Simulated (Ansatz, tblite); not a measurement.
Forces on Zn₃⁺ at its B3LYP/def2-TZVP geometry. Total charge 1; doublet.

The xTB rows come from tblite. The structure comes from a short search, and lower isomers may exist.

GFN1-xTB (tblite), largest force 0.31 eV/Å:

```xyz
3
positions Å, forces eV/Å
Zn    0.186   -0.473    2.615   -0.022    0.055   -0.303
Zn    0.010    0.002    0.000   -0.001    0.000    0.000
Zn   -0.197    0.471   -2.615    0.023   -0.055    0.303
```

GFN2-xTB (tblite), largest force 0.19 eV/Å:

```
Zn 0.011 -0.034 0.185
Zn 0.004 0.001 0.000
Zn -0.016 0.033 -0.184
```

PBE0/def2-TZVP (Ansatz), largest force 0.11 eV/Å:

```
Zn -0.006 0.020 -0.107
Zn -0.003 -0.001 0.000
Zn 0.010 -0.019 0.107
```
